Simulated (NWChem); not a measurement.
System: CH2FNO2Si; SMILES N#CO[Si@@H](O)F

Output (shortened):

```
             Northwest Computational Chemistry Package (NWChem) 7.3.0
             --------------------------------------------------------

 C1  symmetry detected

                             Geometry "geometry" -> ""
                             -------------------------

 Output coordinates in angstroms (scale by  1.889725989 to convert to a.u.)

  No.       Tag          Charge          X              Y              Z
 ---- ---------------- ---------- -------------- -------------- --------------
    1 N                    7.0000    -0.12593559     2.94140327    -0.06593190
    2 C                    6.0000     0.23544474     1.84390177     0.08482554
    3 O                    8.0000     0.68071436     0.64252809     0.27373994
    4 Si                  14.0000    -0.03517082    -0.76577057    -0.35210378
    5 O                    8.0000     0.89006421    -2.00512741     0.14833558
    6 F                    9.0000    -1.51469185    -0.79912914     0.24777300
    7 H                    1.0000    -0.06297973    -0.73054714    -1.81414251
    8 H                    1.0000     1.09024999    -2.10894155     1.08960430

 Effective nuclear repulsion energy (a.u.)     290.0105845656

                                 NWChem DFT Module
                                 -----------------

 Summary of "ao basis" -> "ao basis" (spherical)
 ------------------------------------------------------------------------------
       Tag                 Description            Shells   Functions and Types
 ---------------- ------------------------------  ------  ---------------------
 N                           6-31g*                  6       14   3s2p1d
 C                           6-31g*                  6       14   3s2p1d
 O                           6-31g*                  6       14   3s2p1d
 Si                          6-31g*                  8       18   4s3p1d
 F                           6-31g*                  6       14   3s2p1d
 H                           6-31g*                  2        2   2s

            General Information
            -------------------
          SCF calculation type: DFT
          Wavefunction type:  closed shell.
          No. of atoms     :     8
          No. of electrons :    54
           Alpha electrons :    27
            Beta electrons :    27
          Charge           :     0
          Spin multiplicity:     1
          Use of symmetry is: off; symmetry adaption is: off
          Maximum number of iterations: 150
          AO basis - number of functions:    92
                     number of shells:    42
          Convergence on energy requested:  1.00D-06
          Convergence on density requested:  1.00D-05
          Convergence on gradient requested:  5.00D-04

              XC Information
              --------------
                  TPSS metaGGA Exchange Functional  1.000
             TPSS03 metaGGA Correlation Functional  1.000

             Grid Information
             ----------------
          Grid used for XC integration:  medium
          Radial quadrature: Mura-Knowles
          Angular quadrature: Lebedev.
          Tag              B.-S. Rad. Rad. Pts. Rad. Cut. Ang. Pts.
          ---              ---------- --------- --------- ---------
          N                   0.65       49          12.0       434
          C                   0.70       49          11.0       434
          O                   0.60       49          11.0       434
          Si                  1.10       88           9.0       590
          F                   0.50       49          10.0       434
          H                   0.35       45          12.0       434
          Grid pruning is: on
          Number of quadrature shells:   423
          Spatial weights used:  Erf1

      Superposition of Atomic Density Guess
      -------------------------------------

 Sum of atomic energies:        -630.64880148

      Non-variational initial energy
      ------------------------------

 Total energy =    -632.602380
 1-e energy   =   -1448.124080
 2-e energy   =     525.511115
 HOMO         =      -0.383585
 LUMO         =       0.059707

     ---------------------------------------------
      Total Density - Mulliken Population Analysis
     ---------------------------------------------

    Atom       Charge   Shell Charges
 -----------   ------   -------------------------------------------------------
    1 N    7     7.96   2.00  0.89  2.48  0.97  1.59  0.03
    2 C    6     4.93   2.00  0.69  1.46  0.29  0.41  0.09
    3 O    8     8.65   2.00  0.91  2.96  0.92  1.85  0.01
    4 Si  14    12.39   2.00  2.00  5.97  0.74  1.05  0.17  0.19  0.27
    5 O    8     8.99   2.00  0.93  3.14  0.89  2.02  0.01
    6 F    9     9.60   2.00  0.95  3.47  1.00  2.18  0.01
    7 H    1     1.05   0.46  0.59
    8 H    1     0.44   0.34  0.09

   convergence    iter        energy       DeltaE   RMS-Dens  Diis-err
 ---------------- ----- ----------------- --------- --------- ---------
 d= 0,ls=0.0,diis     1   -633.7806596489 -9.24D+02  2.56D-02  1.56D+00
 d= 0,ls=0.0,diis     2   -632.8279142460  9.53D-01  2.01D-02  9.94D+00
 d= 0,ls=0.0,diis     3   -633.9347513520 -1.11D+00  4.66D-03  4.26D-01
 d= 0,ls=0.0,diis     4   -633.9722550354 -3.75D-02  1.54D-03  7.69D-02
 d= 0,ls=0.0,diis     5   -633.9796045482 -7.35D-03  2.97D-04  1.64D-03
  Resetting Diis
 d= 0,ls=0.0,diis     6   -633.9797444739 -1.40D-04  9.40D-05  2.60D-04
 d= 0,ls=0.0,diis     7   -633.9797675135 -2.30D-05  7.47D-05  2.27D-05
 d= 0,ls=0.0,diis     8   -633.9797617911  5.72D-06  4.60D-05  8.37D-05
 d= 0,ls=0.0,diis     9   -633.9797697708 -7.98D-06  7.46D-06  6.05D-07
 d= 0,ls=0.0,diis    10   -633.9797697995 -2.87D-08  3.49D-06  4.23D-07

         Total DFT energy =     -633.979769799508
      One electron energy =    -1450.396325311842
           Coulomb energy =      588.207948915198
    Exchange-Corr. energy =      -61.801977968492
 Nuclear repulsion energy =      290.010584565627

 Numeric. integr. density =       54.000001909721

                       DFT Final Molecular Orbital Analysis
                       ------------------------------------

 Vector   25  Occ=2.000000D+00  E=-3.161304D-01
              MO Center= -1.3D-01,  2.8D+00, -7.7D-02, r^2= 2.1D+00
   Bfn.  Coefficient  Atom+Function         Bfn.  Coefficient  Atom+Function
  ----- ------------  ---------------      ----- ------------  ---------------
     4      0.432036  1 N  py                 6      0.414961  1 N  s
     2      0.262785  1 N  s                  8      0.242049  1 N  py
    18     -0.202839  2 C  py                16     -0.169076  2 C  s
     3     -0.159464  1 N  px                20     -0.138923  2 C  s
     1     -0.118881  1 N  s                 64      0.112316  5 O  py

 Vector   26  Occ=2.000000D+00  E=-2.773376D-01
              MO Center=  1.3D-01,  2.1D+00,  3.3D-02, r^2= 1.8D+00
   Bfn.  Coefficient  Atom+Function         Bfn.  Coefficient  Atom+Function
  ----- ------------  ---------------      ----- ------------  ---------------
     3      0.339361  1 N  px                17      0.268587  2 C  px
     5      0.252175  1 N  pz                31     -0.233934  3 O  px
     7      0.206843  1 N  px                19      0.196289  2 C  pz
    35     -0.173229  3 O  px                33     -0.169421  3 O  pz
     4      0.158661  1 N  py                 9      0.153905  1 N  pz

 Vector   27  Occ=2.000000D+00  E=-2.677261D-01
              MO Center=  1.4D-01,  2.1D+00,  3.6D-02, r^2= 2.0D+00
   Bfn.  Coefficient  Atom+Function         Bfn.  Coefficient  Atom+Function
  ----- ------------  ---------------      ----- ------------  ---------------
     5      0.368772  1 N  pz                33     -0.277756  3 O  pz
     3     -0.259701  1 N  px                19      0.254979  2 C  pz
     9      0.225870  1 N  pz                37     -0.224074  3 O  pz
    31      0.192619  3 O  px                17     -0.180743  2 C  px
     7     -0.158418  1 N  px                35      0.152306  3 O  px

 Vector   28  Occ=0.000000D+00  E=-8.664618D-03
              MO Center=  5.2D-01, -1.2D+00,  5.2D-01, r^2= 4.1D+00
   Bfn.  Coefficient  Atom+Function         Bfn.  Coefficient  Atom+Function
  ----- ------------  ---------------      ----- ------------  ---------------
    52      0.866404  4 Si s                 66     -0.807886  5 O  s
    92      0.648784  8 H  s                 20      0.412751  2 C  s
    34     -0.373045  3 O  s                 90     -0.317210  7 H  s
    55      0.270470  4 Si pz                69     -0.243407  5 O  pz
     6     -0.233704  1 N  s                 48      0.214177  4 Si s

 Vector   29  Occ=0.000000D+00  E= 2.645268D-03
              MO Center= -5.2D-02, -1.2D-01, -3.2D-01, r^2= 4.4D+00
   Bfn.  Coefficient  Atom+Function         Bfn.  Coefficient  Atom+Function
  ----- ------------  ---------------      ----- ------------  ---------------
    54      0.843692  4 Si py                20      0.594655  2 C  s
     6     -0.586975  1 N  s                 52      0.521823  4 Si s
    34     -0.471057  3 O  s                 22      0.388862  2 C  py
    50      0.387916  4 Si py                66      0.368704  5 O  s
     8      0.279850  1 N  py                92     -0.251006  8 H  s

 Vector   30  Occ=0.000000D+00  E= 1.617741D-02
              MO Center= -1.3D-01, -4.5D-02, -3.6D-01, r^2= 4.9D+00
   Bfn.  Coefficient  Atom+Function         Bfn.  Coefficient  Atom+Function
  ----- ------------  ---------------      ----- ------------  ---------------
    53      0.752056  4 Si px                80      0.437509  6 F  s
    49      0.421244  4 Si px                 9     -0.282794  1 N  pz
    23      0.281487  2 C  pz                19      0.261359  2 C  pz
     5     -0.244939  1 N  pz                52     -0.232066  4 Si s
    63     -0.162026  5 O  px                66     -0.161476  5 O  s

     ---------------------------------------------
      Total Density - Mulliken Population Analysis
     ---------------------------------------------

    Atom       Charge   Shell Charges
 -----------   ------   -------------------------------------------------------
    1 N    7     7.33   2.00  0.86  2.25  0.93  1.26  0.04
    2 C    6     5.57   2.00  0.69  2.01  0.22  0.58  0.08
    3 O    8     8.51   2.00  0.90  2.94  0.96  1.69  0.02
    4 Si  14    12.95   2.00  2.00  5.96  0.84  1.49  0.05  0.20  0.42
    5 O    8     8.66   2.00  0.90  2.94  0.93  1.88  0.02
    6 F    9     9.35   2.00  0.94  3.30  1.02  2.07  0.01
    7 H    1     1.07   0.51  0.56
    8 H    1     0.55   0.47  0.09

     -------------------------------------------
      Total Density - Lowdin Population Analysis
     -------------------------------------------

    Atom       Charge   Shell Charges
 -----------   ------   -------------------------------------------------------
    1 N    7     7.15   1.99  0.77  2.10  0.68  1.54  0.07
    2 C    6     5.97   1.98  0.52  1.79  0.34  1.14  0.20
    3 O    8     8.22   1.99  0.84  2.78  0.63  1.92  0.05
    4 Si  14    13.28   2.00  1.97  5.87  0.57  1.38  0.30  0.57  0.62
    5 O    8     8.47   1.99  0.86  2.79  0.71  2.09  0.03
    6 F    9     9.22   1.99  0.93  3.17  0.85  2.26  0.02
    7 H    1     1.03   0.51  0.53
    8 H    1     0.65   0.43  0.22

     Multipole analysis of the density
     ---------------------------------

     L   x y z        total         alpha         beta         nuclear
     -   - - -        -----         -----         ----         -------
     0   0 0 0     -0.000000    -27.000000    -27.000000     54.000000

     1   1 0 0      0.444256      0.222128      0.222128      0.000000
     1   0 1 0     -1.613123     -0.806562     -0.806562     -0.000000
     1   0 0 1      0.288253      0.144126      0.144126     -0.000000

     2   2 0 0    -30.069291    -72.791015    -72.791015    115.512740
     2   1 1 0      0.247028      3.246369      3.246369     -6.245710
     2   1 0 1      1.717928     -0.610097     -0.610097      2.938123
     2   0 2 0    -37.918284   -260.663603   -260.663603    483.408923
     2   0 1 1     -1.808420     -0.241377     -0.241377     -1.325666
     2   0 0 2    -26.145797    -26.670886    -26.670886     27.195976
```

Level: TPSS/6-31G* (spherical d). Coordinates come from a B3LYP/6-31G* (spherical d) optimisation.

Task: Reconstruct the input file.

Result: Several could match; the one computed here: the input that was run:
```
start job
memory heap 200 mb stack 900 mb global 1100 mb
geometry units angstroms noautoz
  N     -0.254875     2.924550    -0.101403
  C      0.153675     1.846719     0.069478
  O      0.650159     0.669453     0.281140
  Si     0.008591    -0.777998    -0.335912
  O      0.981487    -1.967285     0.194724
  F     -1.476820    -0.871113     0.242734
  H      0.001404    -0.762923    -1.798544
  H      1.171874    -2.049717     1.140132
end
basis spherical
  * library 6-31g*
end
dft
  xc xtpss03 ctpss03
  iterations 150
  mulliken
end
task dft energy
```
